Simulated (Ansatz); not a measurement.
`C[O][SnH]([CH3])[SH]` → 2 C• + 8 H• + O• + S• + Sn•  (atomization)

Program: Ansatz. Geometries: PBE0-D4/def2-TZVP. ΔE: electronic, gas phase. CBS: MP2 limit from def2 TZ/QZ plus the TZ coupled-cluster correction, frozen cores. This one scheme is used for every species, atoms too. DFT in def2-TZVPP. B3LYP here is the variant with VWN-RPA as its local correlation; programs differ in this. Open shells (•) are unrestricted, without spin–orbit coupling. Spin–orbit coupling would lower the free atoms: a little for C, O, S; strongly for Sn. def2 core potentials past Kr. For Sn outer-core shells are correlated without core-valence functions, so the limit isn't a true one: a few kJ/mol of doubt a bond, and 10 to 20 or more in all where bonds break to atoms. One conformer a species, not always the lowest.

```csv
level,ΔE (kJ/mol),difference from CCSD(T)/CBS
PBE-D4,4460.1,29.8
r2SCAN-D4,4407.2,-23.1
PBE0-D4,4388.8,-41.5
B3LYP-D4,4388.3,-42.0
ωB97X-V,4423.9,-6.4
ωB97M-V,4411.0,-19.3
B2PLYP,4338.7,-91.6
PBE,4431.0,0.7
r2SCAN,4399.7,-30.6
PBE0,4363.6,-66.7
B3LYP,4341.5,-88.8
HF/def2-TZVPP,3154.5,-1275.8
MP2/def2-TZVPP,4332.5,-97.8
SCS-MP2/def2-TZVPP,4326.1,-104.2
CCSD/def2-TZVPP,4237.6,-192.7
CCSD(T)/def2-TZVPP,4304.8,-125.5
HF/def2-QZVPP,3162.0,-1268.3
MP2/def2-QZVPP,4407.0,-23.3
SCS-MP2/def2-QZVPP,4409.3,-21.0
HF/CBS(def2),3163.2,-1267.1
MP2/CBS(def2),4457.9,27.6
CCSD/CBS(def2),4363.1,-67.2
CCSD(T)/CBS,4430.3,0
```

Largest T1 diagnostic among the species: 0.013.

From PBE to PBE0 (25 % exact exchange), in def2-TZVPP and without D4, ΔE moves by −67.4 kJ/mol: exact exchange takes away binding that semilocal exchange gives to molecules. The D4 term adds +46.8 kJ/mol with B3LYP and +25.1 kJ/mol with PBE0; it sums over pairs of atoms, weighted by their polarisabilities, and B3LYP, whose exchange is more repulsive, gets the larger term. In def2-TZVPP, CCSD(T) changes the Hartree–Fock value by +1150.3 kJ/mol (the triples alone add +67.2 kJ/mol) and MP2 by +1178.0 kJ/mol; breaking electron pairs costs correlation energy, which Hartree–Fock lacks.

For atomizations the MP2-based limit and the directly extrapolated one differ by several kJ/mol either way, and by 10 to 25 for some Ge, Se and Sn compounds, so smaller differences from it don't rank the levels.
